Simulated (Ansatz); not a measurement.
Input for Ansatz (development build ahead of 0.2.0):

```yaml
crystal:
  periodic: [false, false, false]
  atoms:
    - { symbol: "Y", position_ang: [-0.00661, -0.00481, -0.31068] }
    - { symbol: O, position_ang: [0.00538, 0.00521, 1.49309] }
basis:
  gaussian: { orbitals: STO-3G }
magnetization:
  spin_polarized: true
  initial_magnetization: 1
hamiltonian:
  xc: hf
correlation:
  method: mp2
  frozen_orbitals: { O: 1, "Y": 14 }
```

The input is written out in the form of the current development build from the run's settings.

Results

```
Converged                       : yes
Reference energy                : -3371.24785 hartree
Correlation energy              : -0.08594 hartree
Total energy                    : -3371.33379 hartree
Spin squared of the determinant : 1.165
```

Caution: the unrestricted determinant is spin contaminated.
